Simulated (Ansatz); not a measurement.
The same path of CH6BClSi2 (11 atoms, charge 0, multiplicity 1) was run twice with different band settings. Lost on the way: Si3–H8. Made: B4–H8.

Theory: UKS PBE-D4/6-31G* (Ansatz 0.2.0).

Relaxed end points:

```xyz
11
Properties=species:S:1:pos:R:3
Cl -1.232 2.076 -0.107
C 0.259 1.055 -0.462
Si 0.680 0.182 1.208
B -0.742 -1.198 0.734
Si -0.424 -0.598 -1.186
H 0.982 1.682 -1.000
H 0.688 1.068 2.420
H 2.030 -0.483 1.088
H -1.446 -1.975 1.314
H 0.732 -1.405 -1.726
H -1.461 -0.461 -2.262
```

```xyz
11
Properties=species:S:1:pos:R:3
Cl -0.633 2.791 -0.834
C 0.322 1.341 -0.418
Si 0.157 0.518 1.287
B 0.412 -1.388 0.903
Si -0.328 -0.454 -0.893
H 1.353 1.462 -0.782
H -1.160 0.987 1.863
H 1.456 -1.833 0.490
H -0.255 -2.073 1.640
H 0.517 -1.022 -1.985
H -1.777 -0.387 -1.251
```

Common settings: climbing image yes; spring 5.0 eV/Å²; optimiser quadratic models (default); start path through a guess of the saddle point; force threshold 0.05 eV/Å; iteration limit 60; end points relaxed.

| run | movable images |
| --- | --- |
| 1 | 7 |
| 2 | 3 |

(1) What does each run give, and how far can it be trusted?

Results:

(1) Run 1: converged after 10 iterations, highest image 0.084 eV above the first end. The profile has 2 maxima (images 3, 6) with wells between them (image 4): this band takes more than one step, which may be the mechanism or a detour left from its start path. A vibrational analysis at the climbing image gives one clearly imaginary mode, 255i cm⁻¹: a first-order saddle point.
Run 2: converged after 53 iterations, highest image 0.084 eV above the first end. Another band between the same ends (7 images) ends at a top of the same energy, where a vibrational analysis finds 1 clearly imaginary mode. So few images can step over the top or miss a turn of the path.
The orbitals stay closed-shell, which can raise the energy where a bond breaks towards radicals; this wasn't checked here.
